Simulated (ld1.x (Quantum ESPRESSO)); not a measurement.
Transferability test, TM potential for antimony

antimony (Sb), norm-conserving Troullier–Martins (Kleinman–Bylander form), made with ld1.x (Quantum ESPRESSO) 7.5 (LDA (PZ), scalar-relativistic). Core [Kr] 4d10, reference 5s1 5p4. Waves: 5s (bound): rc 1.85 bohr; 5p (bound): rc 1.90 bohr. Local part: all-electron potential smoothed inside 1.65 bohr (lloc = -1). Core correction: Bessel-smoothed model core inside 0.90 bohr.

Energies are relative to the spin-unpolarised reference configuration 5s1 5p4; without spin polarisation the order of configurations can differ from experiment. Spin-polarised rows fill each open shell by Hund’s rule, majority spin first. The frozen-core shift is the all-electron ΔE with the core orbitals held at their reference shape minus the fully relaxed ΔE.

```
   valence configuration  charge  ΔE all-electron (eV)  error AE − PS (meV)  frozen-core shift (meV)
                 5s2 5p3       0                -8.209                 -6.7                     +9.5
                 5s2 5p2      +1                 0.312                 -5.0                     +3.2
                 5s2 5p1      +2                16.565                  -13                      +22
                 5s1 5p0      +4                86.166                 -381                     +512
                 5s1 5p3      +1                 9.130                 -0.6                     +8.2
                 5s2 5p0      +3                41.350                  -96                     +121
5s1 5p4 (spin-polarised)       0                -1.156                 -4.3                      +15
```

Q: What are ΔE and the potential's error for 5s2 5p2.5?

A: ΔE = -4.854 eV all-electron; the error (AE − PS) is -6.2 meV.

Q: What are ΔE and the potential's error for 5s2 5p3 (spin-polarised)?

A: ΔE = -9.301 eV all-electron; the error (AE − PS) is -6.1 meV.

Levels in the configuration 5s2 5p3:

| level | all-electron (eV) | pseudo (eV) |
| --- | --- | --- |
| 5s | -13.089 | -13.072 |
| 5p | -4.999 | -4.998 |

Note: ghost states, extra bound levels that the all-electron valence spectrum of the same l lacks: s at -50.0 eV, d at -5.4 eV. A true bound ghost makes a file unfit for plane-wave use.
